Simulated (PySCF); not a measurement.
Distorted geometries of [Dy(NH2)4]−

[Dy(NH2)4]− (singlet in the valence; each metal's 4f electrons, 9 of them, lie in its core potential, out of spins and levels). PySCF 2.14.0, RKS PBE, Dy lcecp-1-SVP with ECP55, N def2-SVP, H def2-SVP; non-relativistic Hamiltonian with scalar-relativistic core potentials where named; density fitting; no spin-orbit coupling. Relaxed geometry:

```xyz
13

Dy   -0.0001    0.0000    0.0000
N     1.3656    1.3378    1.2034
H     2.2404    1.0011    1.6337
H     1.3386    2.3472    1.4028
N    -1.3660   -1.2033    1.3378
H    -1.3388   -1.4028    2.3473
H    -2.2396   -1.6347    1.0009
N     1.3656   -1.3378   -1.2034
H     1.3386   -2.3472   -1.4028
H     2.2404   -1.0011   -1.6337
N    -1.3660    1.2033   -1.3378
H    -2.2396    1.6347   -1.0009
H    -1.3388    1.4028   -2.3473
```

Task: Order these distorted geometries by energy above the relaxed one, lowest first.
A.
```xyz
13

Dy    0.0300   -0.0331    0.0142
N     1.3845    1.3580    1.2006
H     2.2193    1.0087    1.6594
H     1.3240    2.2984    1.4375
N    -1.3852   -1.1951    1.3155
H    -1.3035   -1.4436    2.3725
H    -2.1970   -1.6747    0.9804
N     1.3524   -1.3414   -1.2205
H     1.3251   -2.3040   -1.3980
H     2.2585   -1.0277   -1.6697
N    -1.3937    1.2758   -1.2986
H    -2.2568    1.6532   -0.9951
H    -1.3576    1.4255   -2.3982
```
B.
```xyz
13

Dy    0.0475   -0.0390   -0.2142
N     1.2970    1.4397    1.3117
H     2.0706    1.1027    1.6616
H     1.4748    2.3343    1.2898
N    -1.4039   -1.1132    1.3600
H    -1.3698   -1.4800    2.4207
H    -2.0179   -1.6177    0.9322
N     1.3587   -1.3126   -1.2999
H     1.1330   -2.4221   -1.2835
H     2.2664   -1.1036   -1.5110
N    -1.2821    1.2188   -1.2058
H    -2.2425    1.6569   -1.0092
H    -1.3319    1.3357   -2.4523
```
C.
```xyz
13

Dy   -0.1396   -0.0355    0.0038
N     1.3462    1.3553    1.0901
H     2.1644    0.9588    1.6686
H     1.4071    2.4366    1.4045
N    -1.2637   -1.1848    1.2618
H    -1.4776   -1.4078    2.4330
H    -2.2034   -1.5624    0.9070
N     1.6185   -1.2881   -1.1390
H     1.2786   -2.3153   -1.4098
H     2.2183   -1.0503   -1.7267
N    -1.4288    1.1553   -1.2470
H    -2.1061    1.6246   -0.9299
H    -1.4139    1.3134   -2.3165
```

Result: A (0.44 eV), C (2.94 eV), B (3.24 eV).

Task: Which forces (eV/Å) act in the one that lies 0.44 eV up?

Result: 
```
Dy  -0.54  1.01 -0.30
N   -0.41 -2.70 -0.99
H    0.59 -0.25  0.30
H   -0.23  2.74  0.64
N    1.36  0.11  2.42
H   -0.24  0.42 -1.97
H   -1.12 -0.66 -0.35
N    1.21  2.40 -0.16
H   -0.15 -2.44 -0.43
H   -0.90 -0.18  0.47
N    2.30 -0.91 -2.65
H   -1.68  0.75  0.46
H   -0.17 -0.29  2.56
```
Forces carry noise of the integration grid, about 0.01 to 0.03 eV/Å.

An lcecp potential fixes the number of 4f electrons, so in runs with it no electron can move into or out of that shell.
